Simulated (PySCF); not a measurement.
Potential energy of GeN⁺ along the bond

Set-up: basis Ge 6-31G(d,p), N 6-31G(d,p); no relativity; PySCF 2.14. Energies in eV from Ge⁺ + N in their ground configurations at the same level. State: ³Σ⁻ (triplet), unpaired electrons π ↑↑.

```
R (Å)  r²SCANh  CAM-B3LYP     PBE
1.655   -1.024     -1.197  -1.450
1.732   -1.541     -1.706  -2.017
1.809   -1.821     -1.974  -2.343
1.866   -1.917     -2.060  -2.473
1.924   -1.942     -2.073  -2.529
1.982   -1.913     -2.031  -2.527
2.059   -1.812     -1.912  -2.459
2.155   -1.623     -1.697  -2.299
2.270   -1.349     -1.392  -2.042
2.424   -0.990     -0.998  -1.652
```

Problem. Put a parabola through the three lowest points of the r²SCANh curve and estimate Re, k and ωe (reduced mass 11.77 u; 1 eV/Å² = 0.16022 mdyn/Å; ωe = 1302.8·√(k/μ) cm⁻¹).

Solution. Through R = 1.866, 1.924, 1.982 Å the second-order coefficient is 8.03 eV/Å², so Re ≈ 1.922 Å, k ≈ 2.57 mdyn/Å and ωe ≈ 609 cm⁻¹. A polynomial fit of higher order to the unrounded r²SCANh energies gives Re = 1.919 Å, k = 2.67 mdyn/Å, ωe = 620 cm⁻¹; anharmonicity and rounding make the difference.

The higher-order fit for each curve: r²SCANh: Re = 1.919 Å, ωe = 620 cm⁻¹, De = 1.94 eV; CAM-B3LYP: Re = 1.907 Å, ωe = 645 cm⁻¹, De = 2.08 eV; PBE: Re = 1.950 Å, ωe = 592 cm⁻¹, De = 2.53 eV.

⟨S²⟩ of the unrestricted solution departs from its pure value on part of the curve, where spin states mix. Spin–orbit coupling is left out. For an ion De counts to the pair picked by the measured ionisation energies or electron affinities, which need not be the lowest pair at this level. The state is the lowest determinant that a PBE0 search found; another state may lie lower at other levels.
